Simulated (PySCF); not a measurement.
A calculated (CAM-B3LYP, PySCF 2.14, x2c-TZVPPall, scalar relativity by spin-free X2C-1e) atom or ion has these occupied shells.

```json
{"shell": "1s α", "electrons": "1", "orbital energy (eV)": "-43395.9", "rms radius, mean of both spins (bohr)": "0.0269"}
{"shell": "1s β", "electrons": "1", "orbital energy (eV)": "-43395.9", "rms radius, mean of both spins (bohr)": "0.0269"}
{"shell": "2s α", "electrons": "1", "orbital energy (eV)": "-7041.1", "rms radius, mean of both spins (bohr)": "0.109"}
{"shell": "2s β", "electrons": "1", "orbital energy (eV)": "-7041.1", "rms radius, mean of both spins (bohr)": "0.109"}
{"shell": "2p α", "electrons": "3", "orbital energy (eV)": "-6302.3", "rms radius, mean of both spins (bohr)": "0.0977"}
{"shell": "2p β", "electrons": "3", "orbital energy (eV)": "-6302.3", "rms radius, mean of both spins (bohr)": "0.0977"}
{"shell": "3s α", "electrons": "1", "orbital energy (eV)": "-1536.2", "rms radius, mean of both spins (bohr)": "0.284"}
{"shell": "3s β", "electrons": "1", "orbital energy (eV)": "-1534.9", "rms radius, mean of both spins (bohr)": "0.284"}
{"shell": "3p α", "electrons": "3", "orbital energy (eV)": "-1301.4", "rms radius, mean of both spins (bohr)": "0.284"}
{"shell": "3p β", "electrons": "3", "orbital energy (eV)": "-1300.1", "rms radius, mean of both spins (bohr)": "0.284"}
{"shell": "3d α", "electrons": "5", "orbital energy (eV)": "-971.18", "rms radius, mean of both spins (bohr)": "0.262"}
{"shell": "3d β", "electrons": "5", "orbital energy (eV)": "-970.02", "rms radius, mean of both spins (bohr)": "0.262"}
{"shell": "4s α", "electrons": "1", "orbital energy (eV)": "-310.34", "rms radius, mean of both spins (bohr)": "0.646"}
{"shell": "4s β", "electrons": "1", "orbital energy (eV)": "-306.64", "rms radius, mean of both spins (bohr)": "0.646"}
{"shell": "4p α", "electrons": "3", "orbital energy (eV)": "-232.93", "rms radius, mean of both spins (bohr)": "0.687"}
{"shell": "4p β", "electrons": "3", "orbital energy (eV)": "-229.06", "rms radius, mean of both spins (bohr)": "0.687"}
{"shell": "4d α", "electrons": "5", "orbital energy (eV)": "-121.47", "rms radius, mean of both spins (bohr)": "0.767"}
{"shell": "4d β", "electrons": "5", "orbital energy (eV)": "-117.11", "rms radius, mean of both spins (bohr)": "0.767"}
{"shell": "5s α", "electrons": "1", "orbital energy (eV)": "-45.913", "rms radius, mean of both spins (bohr)": "1.61"}
{"shell": "5s β", "electrons": "1", "orbital energy (eV)": "-43.684", "rms radius, mean of both spins (bohr)": "1.61"}
{"shell": "5p α", "electrons": "3", "orbital energy (eV)": "-26.918", "rms radius, mean of both spins (bohr)": "1.92"}
{"shell": "5p β", "electrons": "3", "orbital energy (eV)": "-25.137", "rms radius, mean of both spins (bohr)": "1.92"}
{"shell": "4f α", "electrons": "5", "orbital energy (eV)": "-5.244", "rms radius, mean of both spins (bohr)": "1.39"}
```

(1) Name the element and its charge.

## Answers

(1) Nd⁺ (neodymium, charge +1), in [Xe] 4f5, one real determinant (an excited configuration).
